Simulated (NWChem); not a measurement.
# GeH3OF; SMILES [OH][GeH2][F]

```xyz
6

Ge    -0.2932     0.0321    -0.0300
O      0.8738    -1.3092    -0.1764
F      0.6055     1.5455    -0.0835
H     -1.1710    -0.0549    -1.2935
H     -1.0161     0.0374     1.3424
H      1.4566    -1.3627     0.6040
```
Atoms are numbered in this order, from 1.

Level: PBE-D3(BJ)/def2-SVP (NWChem), optimised geometry, unscaled harmonic frequencies. 

Task: List the harmonic frequencies with IR intensities, and the thermochemistry.

Result: 
| frequency (cm⁻¹) | IR intensity (km/mol) |
|---|---|
| 211 | 23.9 |
| 279 | 114.6 |
| 543 | 55.4 |
| 651 | 6.3 |
| 680 | 55.2 |
| 706 | 99.5 |
| 800 | 62.5 |
| 817 | 53.1 |
| 906 | 92.7 |
| 2084 | 94.4 |
| 2142 | 94.1 |
| 3731 | 66.9 |

| Item | Result |
|---|---|
| zero-point energy | 19.4 kcal/mol |
| thermal correction to the enthalpy at 298.15 K (with zero-point energy) | 22.8 kcal/mol |
| heat capacity Cv | 15.0 cal/(mol K) |
| entropy at 298.15 K and 1 atm (symmetry number 1) | 69.7 cal/(mol K) |
| dipole moment | 1.83 D |

Rigid rotor and harmonic oscillator.
